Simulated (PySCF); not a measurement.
An unknown shows these calculated signals:

1H NMR (400 MHz, computed): δ 8.32 (s, 1H), 5.27 (br s, 1H), 4.81 (s, 2H), 4.43 (br s, 1H), 3.87 (s, 3H), 3.80 (s, 3H).

13C{1H} NMR (computed): δ 162.2 (CH), 153.2 (C), 107.1 (CH2), 50.3 (CH3), 45.0 (CH3).

- NMR shieldings at PBE0/pcSseg-1/GIAO
- coordinates at the GFN2-xTB level
- program: PySCF 2.14
- gas phase, non-relativistic Hamiltonian, single conformer, rapidly exchanging positions averaged

References, each an isolated molecule treated in the same way: 1H and 13C against TMS.

Which of these does the molecule contain: a Si–H bond, a non-aromatic C=C double bond, a tert-butyl group, an N-methyl group, a CH3CH2 unit, a Si–CH3 group?

Answers


- A Si–H bond: yes (δH 4.81 (s)).
- A non-aromatic C=C double bond: yes.
- A tert-butyl group: no.
- An N-methyl group: yes (δC 45.0; δH 3.80 (s)).
- A CH3CH2 unit: no.
- A Si–CH3 group: no.

The data belong to `C=C(/C=N\C)O[SiH2]OC`, C$_{5}$H$_{11}$NO$_{2}$Si; they needn't prove each group on their own.

Carbon signals by region: 1 in the far downfield region (above 160 ppm), 2 in the sp2 and nitrile region (100–160 ppm), 1 at 50–100 ppm, 1 below 50 ppm. Above 160 ppm: 162.2, C=N carbon.

Shifts are as computed. Against solution values, carbons near 30 ppm lie about +3 ppm off and those near 130 ppm about +5 ppm. Of 1309 compounds with measured shifts, 239 miss one by over three times the rms of a fit or turn the order of signals round; such compounds aren't used in these exercises. No couplings were computed; multiplicities are counted from neighbouring protons, with m where these are inequivalent, close in shift, in a saturated or five-membered ring or joined by F or P, and br s for small geminal =CH2 splittings.
